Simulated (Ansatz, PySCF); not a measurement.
System: BiCl$_{2}$ (charge +1, singlet). It need not be the lowest isomer of its formula. 
Coordinates optimised at B3LYP-D3(BJ)/def2-TZVP (Ansatz, a quantum-chemistry and plane-wave program):
```
Bi
Cl 1 2.3662
Cl 1 2.3662 2 99.55
```
Charge +1, spin multiplicity 1.

Wanted: vertical triplet-singlet gap (E(triplet) - E(singlet); each state is the SCF solution reached for its spin; for the triplet the Hartree-Fock reference is unstable and T1 is 0.024), in kcal/mol. Valence correlation only, unless marked. Open shells are spin-unrestricted. No spin-orbit coupling. Frozen are the shells of the preceding noble gas and the d and f shells that filled before the atom's block. Past Kr the def2 sets carry scalar-relativistic core potentials. 

```tsv
level	program	vertical triplet-singlet gap (kcal/mol)
RI-HF/def2-TZVPPD	Ansatz	55.0
PBE/def2-TZVPD	Ansatz	66.1
r2SCAN/def2-TZVPD	Ansatz	64.7
M06-2X/def2-TZVPD	PySCF	63.6
CAM-B3LYP/def2-TZVPD	Ansatz	66.9
wB97X-V/def2-TZVPD	Ansatz	70.0
B2PLYP/def2-TZVPD	Ansatz	68.8
RI-MP2/def2-TZVPPD	Ansatz	80.2
CCSD(T)/def2-SVPD	Ansatz	68.6
```
